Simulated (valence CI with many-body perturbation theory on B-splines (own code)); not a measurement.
## W²⁴⁺: M1 decay

Level of theory: configuration interaction combined with many-body perturbation theory (CI+MBPT): four valence electrons over a frozen Dirac-Fock core [Kr] 4d10, radial functions for each j: 8 s, 8 p, 9 d, 9 f, 6 g, 3 h, 2 i, with the one-electron correlation potential Σ1, the two-electron term Σ2, the three-electron term Σ3, Breit, model QED; selected CI, second order for the rest, scaled by the run's own slope (own B-spline code, finite nucleus).

No measured levels were compared; by estimate terms of the open shell hold to a few per cent of their energy, and close levels can change places. Core correlation moves these levels by up to 4000 cm⁻¹, and in measured spectra 5 to 20 % of such shifts remained as error; rates that hang on mixing are uncertain with them. Only levels of the ground parity were solved; by the run's estimate the other parity begins above the list, which can be wrong where configurations are misplaced.

Lines 1 to 50 of 120 in falling wavelength, among levels below 135110 cm⁻¹, chosen from the decays that carry over 1 % of a level's rate. Wavelengths and rates use the calculated energies, so an error of 2000 cm⁻¹ moves a line at 3385 nm by 68 % and its rate by three times that or more. S is in atomic units (e²a₀⁴ for E2 and M2, e²a₀⁶ for E3), for M1 in squared Bohr magnetons. Weak lines are less certain than strong ones. Lines between different terms over intervals too small for the method are left out, as are lines whose strength nearly cancels. Where a level lies close to another of its J and parity, the split of strength between their lines is uncertain.

Levels are named by their leading jj configuration (3d3/2^4 stands for four electrons in 3d with j = 3/2), which in mixed levels can hold well under half, so a name can repeat and another be missing. Letters in brackets count levels of one name in rising energy.

```
λ vac (nm)                      Upper                      Lower  Type   A (s⁻¹)  S (a.u.)
      3385              (4f5/2^4) J=0      (4f5/2^2 4f7/2^2) J=1    M1  5.19e-02  7.46e-02
      2704    (4f5/2^3 4f7/2) J=2 [a]    (4f5/2^3 4f7/2) J=3 [a]    M1  1.12e+00  4.10e+00
      2323    (4f5/2^3 4f7/2) J=3 [a]    (4f5/2^3 4f7/2) J=4 [a]    M1  1.58e+00  5.15e+00
      1802    (4f5/2^3 4f7/2) J=1 [a]              (4f5/2^4) J=2    M1  8.68e+00  5.65e+00
      1267      (4f5/2^2 4f7/2^2) J=0      (4f5/2^2 4f7/2^2) J=1    M1  1.61e+01  1.22e+00
      1261  (4f5/2^2 4f7/2^2) J=4 [a]    (4f5/2^3 4f7/2) J=3 [b]    M1  5.62e+00  3.76e+00
      1241  (4f5/2^2 4f7/2^2) J=8 [a]  (4f5/2^2 4f7/2^2) J=7 [a]    M1  1.59e+01  1.92e+01
      1083    (4f5/2^3 4f7/2) J=1 [b]              (4f5/2^4) J=0    M1  2.78e+01  3.93e+00
      1033  (4f5/2^2 4f7/2^2) J=7 [a]  (4f5/2^2 4f7/2^2) J=6 [a]    M1  4.94e+01  3.03e+01
      1016  (4f5/2^2 4f7/2^2) J=5 [b]  (4f5/2^2 4f7/2^2) J=5 [a]    M1  4.36e+00  1.87e+00
     980.3    (4f5/2^3 4f7/2) J=1 [b]  (4f5/2^2 4f7/2^2) J=2 [b]    M1  1.14e+00  1.20e-01
     950.1    (4f5/2^3 4f7/2) J=2 [a]    (4f5/2^3 4f7/2) J=1 [a]    M1  1.77e+01  2.81e+00
     918.8    (4f5/2^3 4f7/2) J=3 [b]    (4f5/2^3 4f7/2) J=4 [a]    M1  1.30e+01  2.62e+00
     905.9  (4f5/2^2 4f7/2^2) J=6 [c]  (4f5/2^2 4f7/2^2) J=5 [a]    M1  1.70e+01  6.11e+00
     898.8    (4f5/2^3 4f7/2) J=2 [b]    (4f5/2^3 4f7/2) J=1 [a]    M1  1.84e+00  2.48e-01
     833.4  (4f5/2^2 4f7/2^2) J=6 [a]    (4f5/2^3 4f7/2) J=5 [a]    M1  1.16e+02  3.22e+01
     826.0  (4f5/2^2 4f7/2^2) J=5 [b]  (4f5/2^2 4f7/2^2) J=4 [b]    M1  6.67e+01  1.53e+01
     807.9    (4f5/2^3 4f7/2) J=3 [a]              (4f5/2^4) J=2    M1  4.87e+01  6.66e+00
     799.8  (4f5/2^2 4f7/2^2) J=3 [b]  (4f5/2^2 4f7/2^2) J=2 [a]    M1  2.14e+01  2.84e+00
     789.5  (4f5/2^2 4f7/2^2) J=5 [a]  (4f5/2^2 4f7/2^2) J=4 [a]    M1  5.81e+01  1.17e+01
     741.9    (4f5/2^3 4f7/2) J=5 [c]  (4f5/2^2 4f7/2^2) J=4 [b]    M1  8.78e+00  1.46e+00
     709.1    (4f5/2^3 4f7/2) J=5 [a]              (4f5/2^4) J=4    M1  1.54e+02  2.24e+01
     698.5  (4f5/2^2 4f7/2^2) J=3 [b]  (4f5/2^2 4f7/2^2) J=4 [b]    M1  6.73e+00  5.96e-01
     689.2  (4f5/2^2 4f7/2^2) J=4 [a]    (4f5/2^3 4f7/2) J=3 [a]    M1  8.21e+01  8.97e+00
     680.2  (4f5/2^2 4f7/2^2) J=5 [a]    (4f5/2^3 4f7/2) J=5 [b]    M1  3.65e+01  4.68e+00
     622.0    (4f5/2^3 4f7/2) J=2 [a]              (4f5/2^4) J=2    M1  2.12e+01  9.48e-01
     599.7    (4f5/2^3 4f7/2) J=2 [b]              (4f5/2^4) J=2    M1  5.04e+01  2.02e+00
     595.9    (4f5/2^3 4f7/2) J=5 [b]    (4f5/2^3 4f7/2) J=4 [a]    M1  9.86e+01  8.51e+00
     552.9    (4f5/2^3 4f7/2) J=1 [b]  (4f5/2^2 4f7/2^2) J=2 [a]    M1  7.54e+00  1.42e-01
     545.5  (4f5/2^2 4f7/2^2) J=4 [b]    (4f5/2^3 4f7/2) J=3 [b]    M1  2.04e+02  1.11e+01
     531.5  (4f5/2^2 4f7/2^2) J=4 [a]    (4f5/2^3 4f7/2) J=4 [a]    M1  8.77e+01  4.39e+00
     527.5    (4f5/2^3 4f7/2) J=3 [b]              (4f5/2^4) J=2    M1  1.04e+02  3.97e+00
     516.3  (4f5/2^2 4f7/2^2) J=8 [b]        (4f5/2^3 4f7/2) J=8    M1  1.86e+01  1.61e+00
     496.4  (4f5/2^2 4f7/2^2) J=2 [a]    (4f5/2^3 4f7/2) J=3 [b]    M1  3.90e+01  8.84e-01
     486.7      (4f5/2^2 4f7/2^2) J=9        (4f5/2^3 4f7/2) J=8    M1  1.21e+02  9.83e+00
     470.5        (4f5/2^3 4f7/2) J=8  (4f5/2^2 4f7/2^2) J=8 [a]    M1  1.64e+02  1.08e+01
     445.9  (4f5/2^2 4f7/2^2) J=2 [a]    (4f5/2^3 4f7/2) J=2 [b]    M1  1.35e+02  2.22e+00
     434.3  (4f5/2^2 4f7/2^2) J=2 [a]    (4f5/2^3 4f7/2) J=2 [a]    M1  9.22e+00  1.40e-01
     421.5  (4f5/2^2 4f7/2^2) J=3 [a]    (4f5/2^3 4f7/2) J=2 [a]    M1  3.17e+02  6.16e+00
     411.8        (4f5/2^3 4f7/2) J=7  (4f5/2^2 4f7/2^2) J=7 [a]    M1  1.35e+02  5.23e+00
     409.9  (4f5/2^2 4f7/2^2) J=8 [b]        (4f5/2^3 4f7/2) J=7    M1  1.68e+02  7.31e+00
     409.8  (4f5/2^2 4f7/2^2) J=4 [c]  (4f5/2^2 4f7/2^2) J=4 [a]    M1  3.02e+01  6.93e-01
     407.5  (4f5/2^2 4f7/2^2) J=5 [b]    (4f5/2^3 4f7/2) J=5 [b]    M1  9.77e+01  2.70e+00
     404.6  (4f5/2^2 4f7/2^2) J=3 [b]  (4f5/2^2 4f7/2^2) J=4 [a]    M1  5.85e+01  1.01e+00
     401.5  (4f5/2^2 4f7/2^2) J=4 [b]    (4f5/2^3 4f7/2) J=3 [a]    M1  9.27e+00  2.00e-01
     388.6  (4f5/2^2 4f7/2^2) J=8 [c]        (4f5/2^3 4f7/2) J=8    M1  3.36e+02  1.24e+01
     388.5  (4f5/2^2 4f7/2^2) J=6 [c]    (4f5/2^3 4f7/2) J=5 [b]    M1  1.42e+02  4.03e+00
     385.9    (4f5/2^3 4f7/2) J=5 [c]    (4f5/2^3 4f7/2) J=5 [b]    M1  2.38e+01  5.59e-01
     378.3  (4f5/2^2 4f7/2^2) J=4 [c]    (4f5/2^3 4f7/2) J=5 [b]    M1  1.27e+02  2.30e+00
     374.2  (4f5/2^2 4f7/2^2) J=2 [a]    (4f5/2^3 4f7/2) J=3 [a]    M1  1.83e+02  1.78e+00
```
